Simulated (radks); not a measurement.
Numerical settings for the vanadium ion V+, [Ar] 3d4. Method: scalar-relativistic Kohn-Sham, PBE, spin-unpolarised, spherical densities, finite nucleus; Fermi nuclear charge, rms radius 3.6002 fm; computed with a radial shooting solver on a logarithmic mesh with Libxc functionals. The defaults (mesh step 0.008 in ln r, mesh end at 40 bohr or more with all orbitals vanishing there, Anderson mixing 0.5 over 9 steps, residual threshold near 1e-9 with the energy settled to 1e-9 hartree or 1e-11 of itself, here a cap of 58 iterations) give E = -948.7385 hartree and 3d at -8.988 eV in 17 iterations. Run on one thread of a shared host, so times are rough (Arm Neoverse V1): 0.09 s of CPU time, 0.09 s wall, 17 iterations on 2189 mesh points. Changes against that run (0 stands for a change within the tolerance of the run):

mesh step in ln r 0.12: iterations 2; converged no; E (mhartree) diverged; CPU (s) 0
mesh step in ln r 0.012: iterations 17; converged yes; E (mhartree) 0; e(3d) (meV) 0; CPU (s) 0.06
mesh step in ln r 0.005: iterations 19; converged yes; E (mhartree) 0; e(3d) (meV) 0; CPU (s) 0.14
mesh end (bohr) 8: iterations 16; converged yes; E (mhartree) +0.435; e(3d) (meV) +44.3; CPU (s) 0.08
mesh end (bohr) 5: iterations 14; converged yes; E (mhartree) +24.2; e(3d) (meV) +1.13e+03; CPU (s) 0.07
residual threshold 1e-05: iterations 11; converged yes; E (mhartree) 0; e(3d) (meV) -0.0769; CPU (s) 0.06
residual threshold 0.1: iterations 10; converged yes; E (mhartree) 0; e(3d) (meV) -0.494; CPU (s) 0.06
mixing 1: iterations 16; converged yes; E (mhartree) 0; e(3d) (meV) 0; CPU (s) 0.08
linear mixing, mixing 0.8: iterations 31; converged no; E (mhartree) diverged; CPU (s) 0.21
linear mixing, mixing 0.2: iterations 58; converged no; E (mhartree) 0; e(3d) (meV) -0.00376; CPU (s) 0.22
mixing history 20: iterations 23; converged yes; E (mhartree) 0; e(3d) (meV) 0; CPU (s) 0.11
iteration cap 8: iterations 8; converged no; E (mhartree) 0; e(3d) (meV) -3.55; CPU (s) 0.04

Settings that end as converged yet miss the energy by more than 1 mhartree: mesh end (bohr) 5 (+0.0242 hartree). A mesh that ends early acts as a hard wall.
